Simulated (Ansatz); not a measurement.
Ideal-gas functions of CH$_{5}$BSTe, SMILES `CSB[TeH]` at 500 K and 1 bar, from an Ansatz frequency run at PBE0-D4/def2-TZVP.

Molar mass 187.53 g/mol, point group Cs (symmetry number 1), electronic degeneracy 1, moments of inertia 26.659, 551.829, 575.276 u Å². Harmonic wavenumbers (cm⁻¹, unscaled): 52, 123, 138, 216, 309, 506, 682, 727, 744, 841, 962, 985, 1034, 1344, 1467, 1469, 2145, 2648, 3074, 3168, 3176.

Use S(trans) = R[1.5 ln M + 2.5 ln T − 1.1517]; rotational temperatures θ = 24.2544 K / I; S(rot) = R[ln(√π/σ · √(T³/θAθBθC)) + 1.5]; for each mode x = 1.438777 ν̃/T, S = R[x/(eˣ − 1) − ln(1 − e⁻ˣ)] and H = RT x/(eˣ − 1); 1 cm⁻¹ = 0.0119627 kJ/mol; R = 8.31446 J/(mol·K).

**Question.** By hand: the entropy, in J/(mol·K).

**Answer.** Translation 184.9. Rotation: θ = 0.9098, 0.044, 0.0422 K, giving 121.3. Vibration, mode by mode: 24.12, 16.99, 16.05, 12.40, 9.56, 5.89, 3.93, 3.54, 3.41, 2.74, 2.08, 1.97, 1.77, 0.86, 0.65, 0.64, 0.12, 0.04, 0.01, 0.01, 0.01, in all 106.8. Electronic 0.0. Sum 413.0 J/(mol·K).

**Question.** By hand: H − E and G − E in kJ/mol, counted from the electronic energy.

**Answer.** Zero-point energy ½ × 25810 × 0.0119627 = 154.4; thermal vibration 26.0; translation, rotation and pV give 4 RT = 16.6. H − E = 197.0 kJ/mol, and G − E = 197.0 − 500 × 413.0/1000 = -9.5 kJ/mol.

Vibration gives 26 % of the entropy, 57.2 J/(mol·K) of it from the modes under 150 cm⁻¹: soft modes count most, and the harmonic formula is weakest for them. The sum counts one conformer and one mirror image; others add a mixing term.
